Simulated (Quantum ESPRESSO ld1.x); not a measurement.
One sound ld1.x (Quantum ESPRESSO 7.5) input for the chromium ion Cr3+ gives E = -1046.501 hartree in 19 iterations:

```
 &input
    zed=24.0,
    iswitch=1,
    rel=2,
    dft='PW',
    config='[Ar] 3d3',
    lsmall=.true.,
    prefix='ld1',
    max_out_wfc=37,
    file_charge='ld1.rho',
 /
```

Changed or added lines, one case at a time, and what came of them:

- rel=1 lsd=1 dft='PW91': silently wrong. The run ends normally, but in this build (ld1.x 7.5) Etot and Exc of a spin-polarised run lack the gradient corrections of exchange and correlation and come out near their LSDA values (nitrogen, PBE: -54.132 hartree against -54.536 from two other codes). The eigenvalues and orbitals are those of the GGA; the energies must not be used.
- atom='Jo' (without zed): crashed. The program stops in dirsol with "no classical turning point found": the symbol names no element.
- config='[Yb] 3d3': refused. The program stops in el_config with "wrong core: Yb": the cores known are He, Ne, Ar, Kr, Xe, Hg and Rn.
- zed=118.0: refused. The program stops in ld1_readin with "wrong nuclear charge zed: 118.00": zed must lie above 0 and at most 103.
- atom='Cr': harmless. atom and zed name the same element, and the result equals that of the sound run.
- tr2=1e-22: usable despite the warning. The threshold lies below the rounding noise, so the cycle runs to its limit and warns, but the energy differs from the sound run by less than 1e-5 hartree.
- rel=1 relpert=.true.: refused. The program stops in ld1_readin with "perturbative SO-splitting for AE calculations with rel=0 only": the perturbative correction needs rel = 0.
